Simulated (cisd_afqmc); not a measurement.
Input (AFQMC/CISD/def2-SVPD; cisd_afqmc is a phaseless AFQMC code with CISD trial states that reads the integrals written by Ansatz):

Ansatz 0.2 input:
```python
import cisd_afqmc

open("ham.yaml", "w").write("""\
crystal:
  periodic: [false, false, false]
  atoms:
    - {symbol: Sn, position_ang: [0.00000000, 0.00000000, 0.00000000]}
basis:
  gaussian:
    orbitals: def2-SVPD
total_charge: -1
magnetization: {spin_polarized: true, initial_magnetization: 3}
correlation: {method: ccsd, electrons: outside_noble_gas, hamiltonian_folder: ham}
scf: {lower_state_search: full}
""")
rep = cisd_afqmc.ansatz("ham.yaml")
e_ccsd = rep["correlation"]["coupled_cluster"]["energy"]["hartree"]
out = cisd_afqmc.run("ham", e_ccsd, trial="CISD", walkers=200, populations=8, threads=8, dt=0.005, steps=40, early=36, settle=10, least=32,
    cut=5e-5, rank_cut=2e-4, target=0.0004, seconds=1500, seed=1, memory=12960, gpu=False)
```

Output:

```
orbitals 23, occupied [4, 1], factors 104 of 184, rank of the doubles 52 of 98
E(HF) = -213.363677
E(CCSD) on the cut factors = -213.423554, shift to the whole factors -0.000007
Energy of the trial state on the determinant = -213.423587
  tau behind 10.8 of longer steps, mean of the populations' last blocks
   2.0  -213.42514
   4.0  -213.42515
   6.0  -213.42518
   8.0  -213.42574
blocks 320 (1 outliers left out), error by blocks joined: 1: 0.00002, 2: 0.00003, 4: 0.00004, 8: 0.00005, 16: 0.00005
E(AFQMC/CISD) = -213.42522 +/- 0.00005
```
